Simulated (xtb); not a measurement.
xtb input:

```bash
xtb mol.xyz --gfn 2 --ohess tight --chrg -1 --uhf 0
```
mol.xyz:
```
9

C     -0.89092904     0.14188652     0.26635032
C      0.34523721    -0.26763818    -0.59702842
C      1.65761709     0.03308221     0.04900742
O      1.80928077     0.47193068     1.22646298
H     -0.86008342    -0.41577250     1.18892297
H     -0.81246186     1.18694178     0.51839152
H     -1.77520437    -0.08556784    -0.23343399
H      0.30013737     0.32237800    -1.55379162
H      0.29435300    -1.32836806    -0.88586166
```

Problem. Which total energy does the run end on?

Solution. -13.11956 Eh (GFN2-xTB).

It need not be the lowest isomer of its formula. Whether it binds its extra electron was not tested at this geometry.
